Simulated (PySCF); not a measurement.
**NMR problem set**

PySCF calculation with GIAO PBE0/pcSseg-1 shieldings and PBE0-D3(BJ)/def2-SVP geometry; relativity neglected, no solvent model, averaged over atoms made equivalent by symmetry, fast rotation or ring inversion, one conformer.

References, each an isolated molecule treated in the same way: 1H and 13C against TMS. Splittings of carbon signals by F and P are missing where no couplings were computed. Where no couplings were computed, multiplicities follow the n + 1 count of equivalent neighbours, and m marks all less simple cases (inequivalent or close neighbours, rings, F or P nearby). Couplings to H on boron are left out. Carbons bonded to boron are broad in practice. Shifts are as computed. Against solution values, carbons near 30 ppm lie about +2 ppm off and those near 130 ppm about +5 ppm. Of 1313 compounds with measured shifts, 239 miss one by over three times the rms of a fit or turn the order of signals round; such compounds aren't used in these exercises.

Task: C₆H₁₂B₂F₂. 1H NMR (400 MHz, computed): δ 7.39 (br, 2H), 2.22 (m, 2H), 1.94 (m, 2H), 1.36 (m, 2H), 1.08 (m, 2H), 0.68 (m, 1H), 0.11 (m, 1H). 13C{1H} NMR (computed): δ 51.9, 33.4, 30.1, 23.6. What is it?

Result: `B[C@H]1CC[C@H](B(F)F)CC1`. 4 carbon signals for 6 carbons: some carbons are equivalent by symmetry or fast rotation. Carbon types of the structure: 2 × CH, 4 × CH2, leaving 2 H on heteroatoms. δC 51.9, 23.6: sp3 CH bonded to B. δC 33.4, 30.1: sp3 CH2 in a ring; saturated and bonded to C and H only. δH 2.22, 1.94, 1.36, 1.08: hydrogen on an sp3 CH2 in a ring. δH 0.68, 0.11: hydrogen on an sp3 CH bonded to B.

The data come from this structure; uniqueness wasn't tested.

Task: C₄H₁₃NSi₄. 1H NMR (500 MHz, computed): δ 7.32 (m, 1H), 7.11 (m, 1H), 5.41 (t, 1H), 4.85 (s, 6H), 4.82 (m, 2H), 4.81 (m, 2H). 13C{1H} NMR (computed): δ 167.1 (C), 156.1 (CH), 151.4 (CH), 117.0 (CH). Identify the compound.

Result: `[SiH3]N([SiH3])C1=C[SiH2]C=C[SiH2]1`. Rings plus π bonds: 3 (1 ring in the answer). 4 carbon signals for 4 carbons: no two carbons are equivalent. Carbon types of the structure: 1 × C, 3 × CH, leaving 10 H on heteroatoms. δC 167.1: alkene carbon bearing nitrogen; an sp2 carbon further deshielded by the attached heteroatom. δC 156.1, 151.4: alkene CH; as expected for a trigonal carbon in a double bond. δC 117.0: β carbon of an enol-ether or enamine type C=C. δH 7.32, 7.11: hydrogen on an alkene CH; attached to an sp2 carbon and in the plane of the double bond.

This is the structure that produced the data.
